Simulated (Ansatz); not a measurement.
C₃H₁₂ClGeN₃⁻, that is GeCl(NHMe)3 with one electron more. Total charge -1; doublet. Geometry PBE0-D4/def2-SVP, that of the neutral singlet; atoms count from 1.

Cartesian coordinates in Å:
```
Ge 0.024 0.025 0.018
Cl -1.005 -1.628 -1.008
N 0.699 1.148 -1.228
C 1.139 0.708 -2.532
H 0.242 2.055 -1.228
H 1.835 1.440 -2.975
H 1.690 -0.242 -2.445
H 0.319 0.535 -3.256
N 1.357 -0.661 1.030
C 1.271 -1.956 1.665
H 2.279 -0.438 0.668
H 2.001 -2.034 2.488
H 0.274 -2.092 2.113
H 1.432 -2.813 0.983
N -1.161 0.900 1.067
C -2.560 1.032 0.727
H -0.987 0.761 2.057
H -3.019 1.862 1.290
H -2.667 1.276 -0.341
H -3.162 0.121 0.908
```

The highest occupied level of the charge -1 doublet lies above zero (up to 1.80 eV). By energy differences it is unbound by 0.81 eV (vertical, to the charge 0 singlet, at PBE0-D4/def2-TZVPD) and held by the finite basis.

Q: Estimate the Mulliken populations from the PBE0/def2-TZVPD orbitals of Ansatz.

A: 
| atom | charge (e) | spin (α − β) |
| --- | --- | --- |
| Ge1 | -2.07 | 2.07 |
| Cl2 | 0.14 | -0.62 |
| N3 | 0.39 | -0.54 |
| C4 | -1.29 | 0.71 |
| H5 | 0.26 | -0.02 |
| H6 | 0.42 | -0.21 |
| H7 | 0.26 | -0.05 |
| H8 | 0.28 | -0.05 |
| N9 | 0.38 | -0.53 |
| C10 | -1.30 | 0.72 |
| H11 | 0.27 | -0.03 |
| H12 | 0.41 | -0.20 |
| H13 | 0.26 | -0.05 |
| H14 | 0.28 | -0.04 |
| N15 | 0.40 | -0.56 |
| C16 | -1.31 | 0.73 |
| H17 | 0.27 | -0.03 |
| H18 | 0.42 | -0.21 |
| H19 | 0.26 | -0.05 |
| H20 | 0.28 | -0.05 |
Mulliken values and Mayer orders depend strongly on the basis. With diffuse functions, as here, like atoms can get unlike values, and bond orders can come out too low or too high.

Q: Where does the spin sit?

A: Summed by element: Ge 2.07, Cl -0.62, N -1.63, C 2.16, H -0.98, of 1 unpaired in all. Largest on single atoms: Ge1 2.07, C16 0.73, C10 0.72.
